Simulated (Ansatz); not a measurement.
[Co(H2O)6]2+ (CoO₆H₁₂²⁺). The state is a quartet with charge 2. Geometry r2SCAN-D4/def2-SVP.

Cartesian coordinates in Å:
```
Co -0.002 0.001 0.000
O -1.510 1.099 -0.932
H -1.496 2.059 -1.077
H -2.280 0.759 -1.416
O 1.508 -1.098 0.931
H 1.493 -2.057 1.079
H 2.275 -0.757 1.420
O -1.297 -0.189 1.623
H -2.104 0.334 1.757
H -1.163 -0.701 2.437
O 1.297 0.187 -1.621
H 1.172 0.695 -2.438
H 2.107 -0.335 -1.744
O 0.759 1.820 0.677
H 0.470 2.343 1.443
H 1.563 2.247 0.340
O -0.760 -1.819 -0.681
H -0.469 -2.334 -1.450
H -1.562 -2.252 -0.348
```

Estimate the α-spin orbital energies around the gap (eV) in Ansatz with PBE-D4/def2-SVP, PBE-D4/def2-TZVP, r2SCAN-D4/def2-TZVP, B97M-V/def2-TZVP, PBE0-D4/def2-TZVP.


| orbital | PBE-D4/def2-SVP | PBE-D4/def2-TZVP | r2SCAN-D4/def2-TZVP | B97M-V/def2-TZVP | PBE0-D4/def2-TZVP |
| --- | --- | --- | --- | --- | --- |
| HOMO−9 | -16.27 | -16.65 | -17.12 | -17.32 | -18.92 |
| HOMO−8 | -16.27 | -16.65 | -17.11 | -17.31 | -18.92 |
| HOMO−7 | -16.14 | -16.50 | -16.94 | -17.08 | -18.39 |
| HOMO−6 | -16.01 | -16.36 | -16.80 | -16.94 | -18.25 |
| HOMO−5 | -16.00 | -16.36 | -16.79 | -16.93 | -18.24 |
| HOMO−4 | -15.32 | -15.74 | -16.32 | -16.45 | -18.04 |
| HOMO−3 | -14.46 | -14.93 | -15.56 | -15.88 | -17.62 |
| HOMO−2 | -14.45 | -14.93 | -15.56 | -15.87 | -17.62 |
| HOMO−1 | -14.23 | -14.68 | -15.30 | -15.53 | -17.35 |
| HOMO | -14.23 | -14.68 | -15.29 | -15.52 | -17.34 |
| LUMO | -8.65 | -9.00 | -8.34 | -8.82 | -8.07 |
| LUMO+1 | -7.18 | -7.65 | -6.82 | -7.35 | -6.68 |
| LUMO+2 | -7.18 | -7.65 | -6.81 | -7.34 | -6.68 |
| LUMO+3 | -7.09 | -7.57 | -6.72 | -7.25 | -6.60 |
| LUMO+4 | -6.27 | -6.74 | -5.83 | -6.35 | -5.72 |
| LUMO+5 | -6.26 | -6.74 | -5.82 | -6.35 | -5.72 |
| β HOMO | -13.04 | -13.54 | -13.99 | -14.41 | -16.11 |
| β LUMO | -12.14 | -12.67 | -11.96 | -11.61 | -10.02 |
